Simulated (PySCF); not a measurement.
CH4N2O2Si, SMILES N#CO[Si@@H](N)O. Geometry optimised at TPSSh-D3(BJ)/def2-SVP. The structure was generated by enumeration; whether it is a known compound was not checked. Other conformers were not sampled.

Computed equilibrium geometry at TPSSh-D3(BJ)/def2-SVP (PySCF confirms it by a frequency run) as a Z-matrix (one conformer of several):
```
Si
O 1 1.6470
H 2 0.9706 1 118.65
N 1 1.6892 2 110.01 3 148.00
H 4 1.0149 1 122.44 2 150.72
H 4 1.0158 5 113.09 1 -168.66
O 1 1.7544 2 104.36 3 28.11
C 7 1.2811 1 121.54 2 -18.47
N 8 1.1701 3 92.98 2 -170.23
H 1 1.4721 2 117.25 3 -85.99
```
Charge 0, spin multiplicity 1.
